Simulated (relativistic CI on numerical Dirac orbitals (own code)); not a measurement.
**V²⁺ in a cubic cluster: 3s photoemission with charge transfer**

Computed with a charge-transfer multiplet model of a cubic metal-ligand cluster with up to 2 ligand holes, Slater and spin-orbit integrals from Dirac-Coulomb-Breit ions, Slater integrals scaled by 0.8. The ground state mixes d3 with configurations of k ligand holes L, whose averages lie at kΔ + k(k − 1)U_dd/2; a core hole lowers each added d electron by U_cd. 300 K, Lorentzian 1.4 eV and Gaussian 0.8 eV FWHM.

Atomic integrals in eV (Slater integrals scaled, ζ unscaled), ground: F2dd 7.134, F4dd 4.434, zeta_d 0.019; with the core hole: F2dd 8.156, F4dd 5.114, zeta_d 0.026, G2cd 8.402.

Cluster parameters (eV): U_dd = 5.4, U_cd = 6.8, 10Dq = 0.4, 10Dq(ligand) = 0.1, V(eg) = 2.3, V(t2g) = -1.24, final-state hopping factor = 0.9.

Weights, n_d and S are thermal averages at 300 K. Binding energies count from the first peak over 30 % of the highest in each spectrum, which can be another peak from case to case. The parameters are a model scan and need not match a compound or its usual spin state. Peaks in eV (height, largest 100): 0.0 (100), 6.0 (42), 7.9 (52), 15.1 (13).

**Question.** Which parameters give this spectrum?
A. Δ = 6.9 eV
B. Δ = 9.9 eV
C. Δ = 8.9 eV

**Answer.** A. Δ = 6.9 eV; the ground state then has 3.31 d electrons and S = 1.50. The choice follows from running the model for each set and comparing peak positions and heights. Without intra-shell correlation the exchange splitting of the 3s hole comes out too large.
